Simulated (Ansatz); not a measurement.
Ansatz results at the PBE0-D4/def2-TZVP geometry: HOMO–LUMO gap (PBE0/def2-TZVPP) 4.40 eV; HOMO energy (PBE/def2-TZVPP) -5.95 eV; HOMO–LUMO gap (ωB97M-V/def2-TZVPP) 8.67 eV.

(1) Which molecule gave them?
A. `FC(Cl)=[Se]`
B. `O[SiH](F)N[SiH3]`
C. `C[Si](C)(O)P`
D. `CN=CC(C)=N`

## Answers

(1) A. The others give `O[SiH](F)N[SiH3]`: 8.13, -6.56, 11.96; `CN=CC(C)=N`: 6.10, -5.99, 10.70; `C[Si](C)(O)P`: 7.54, -6.03, 11.11.
